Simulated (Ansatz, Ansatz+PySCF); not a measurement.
```xyz
5

C     0.0000    0.0000   -1.1193
Cl    0.0000    0.0000    0.6560
H     0.0000   -1.0366   -1.4786
H    -0.8977    0.5183   -1.4786
H     0.8977    0.5183   -1.4786
```

Basis set: def2-SVP (spherical functions). Correlated methods keep 6 orbitals frozen. Charge 0, multiplicity 1.

Computed with Ansatz (development build ahead of 0.2.0); each method stands on the lowest determinant of its kind that the runs found. Restricted open shells among the atoms or ions are ROHF, correlated in semicanonical orbitals with singles. Restricted functionals stand beside restricted open-shell atoms, which can lie above the unrestricted atoms usual in DFT and then raise those values.

Q: Give the atomization energy at this shape (free ground-state atoms in the same class of orbitals less the molecule, no zero-point energy) of singlet CH₃Cl by ωB97X (restricted), ωB97X (unrestricted), r²SCAN (restricted), r²SCAN (unrestricted), PBE0 (restricted), PBE0 (unrestricted), PBE (restricted), PBE (unrestricted), RHF-CCSD(T), RHF-MP2, RHF, UHF.

A:

```csv
method,atomization energy
ωB97X (restricted),395.18 kcal/mol
ωB97X (unrestricted),392.65 kcal/mol
r²SCAN (restricted),397.08 kcal/mol
r²SCAN (unrestricted),394.05 kcal/mol
PBE0 (restricted),396.38 kcal/mol
PBE0 (unrestricted),394.43 kcal/mol
PBE (restricted),400.34 kcal/mol
PBE (unrestricted),398.93 kcal/mol
RHF-CCSD(T),373.98 kcal/mol
RHF-MP2,374.27 kcal/mol
RHF,301.32 kcal/mol
UHF,296.33 kcal/mol
```
